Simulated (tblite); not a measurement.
Compound: C6H10F3P.
Atom-mapped SMILES: `[CH3:1][P:2]1[CH2:3][CH2:4][CH2:5][C@H:6]1[C:7]([F:8])([F:9])[F:10]` (hydrogens: H11, H12, H13 on C1; H14, H15 on C3; H16, H17 on C4; H18, H19 on C5; H20 on C6)

Geometry (GFN2-xTB, Å), atoms numbered from 1 in this order:
```xyz
20
C6H10F3P angstrom
C      2.011   -1.316    0.477
P      0.883   -0.682   -0.847
C      1.124    1.156   -0.582
C     -0.217    1.734   -0.139
C     -0.838    0.727    0.825
C     -0.698   -0.660    0.193
C     -1.847   -0.989   -0.731
F     -1.949   -0.157   -1.777
F     -3.043   -0.959   -0.112
F     -1.724   -2.225   -1.243
H      1.836   -0.822    1.431
H      3.038   -1.144    0.161
H      1.863   -2.389    0.584
H      1.472    1.619   -1.506
H      1.889    1.307    0.183
H     -0.086    2.705    0.340
H     -0.867    1.868   -1.004
H     -1.883    0.958    1.035
H     -0.291    0.740    1.770
H     -0.680   -1.460    0.939
```

Computed values, GFN2-xTB/tblite, gas phase, harmonic and unscaled. This tight-binding method is rough: wavenumbers can miss measured ones by several per cent, in bad cases by 10 to 20. One conformer, not necessarily the lowest.

Harmonic wavenumbers (cm⁻¹): 36.2, 59.1, 124.7, 173.3, 202.7, 224.4, 248.4, 286.8, 310.6, 349.9, 450.0, 483.1, 489.9, 543.3, 621.1, 694.2, 730.0, 737.4, 790.1, 815.4, 869.6, 887.7, 905.8, 947.6, 1000.8, 1017.3, 1032.6, 1050.9, 1092.0, 1103.9, 1129.1, 1168.8, 1192.8, 1227.0, 1246.3, 1279.5, 1311.6, 1316.2, 1328.7, 1436.2, 1450.5, 1455.8, 1480.6, 1494.9, 2946.0, 2954.9, 2978.3, 2988.9, 2991.3, 2993.1, 2996.2, 3012.3, 3014.1, 3019.2.

A = 1719, B = 937.2, C = 780.2 MHz; mass 170.047 u (most abundant isotopes); point group C1, symmetry number 1.

Task: What is the zero-point energy?

Result: Half the sum of the wavenumbers: 33346 cm⁻¹ = 95.34 kcal/mol.

Task: Give the ideal-gas entropy at 273.15 K and 1 bar in the rigid-rotor, harmonic-oscillator model (classical rotation).

Result: Translation 40.89, rotation 29.67, vibration 28.16: S = 98.7 cal/(mol K).

Task: And Cp and H(273.15 K) − H(0)?

Result: Cp = 38.82 cal/(mol K), of which vibrations give 30.87 (their classical limit is 54 R = 107.3); H(273.15 K) − H(0) = 6.29 kcal/mol without the zero-point energy, 4.12 from vibrations.

Task: How do the functions run with temperature in this model?

Result: 
| T (K) | S (cal/(mol K)) | Cp (cal/(mol K)) | H − H(0) (kcal/mol) | G − H(0) (kcal/mol) | ln q(vib) |
| --- | --- | --- | --- | --- | --- |
| 100 | 71.4 | 18.9 | 1.30 | -5.84 | 1.89 |
| 200 | 88.0 | 30.2 | 3.77 | -13.84 | 4.57 |
| 300 | 102.5 | 42.0 | 7.37 | -23.38 | 7.33 |
| 500 | 129.1 | 62.5 | 17.95 | -46.58 | 12.96 |
| 800 | 162.9 | 81.1 | 39.77 | -90.55 | 21.16 |
| 1000 | 181.9 | 88.8 | 56.80 | -125.07 | 26.24 |

q(vib) and H(0) count from the zero-point level.

Task: Blend soft modes into free rotors: weight 1/[1 + (100 cm⁻¹/ν̃)⁴] for the oscillator and the rest for a rotor with moment μB/(μ + B), μ = h/(8π²ν), B = 10⁻⁴⁴ kg m². What vibrational entropy results?

Result: 25.71 cal/(mol K) in place of 28.16, which changes −T·S at 273.15 K by +0.67 kcal/mol.

Task: What must be added to the electronic energy to get the Gibbs energy at 273.15 K and 1 bar?

Result: ZPE + [H(273.15 K) − H(0)] − T·S = 95.34 + 6.29 − 26.96 = 74.67 kcal/mol.

Hindered rotation and anharmonicity are outside this model. Other conformers, if any are populated, would add a mixing term that is left out. The structure is chiral; the term R ln 2 for an equal mix with its mirror image is left out.
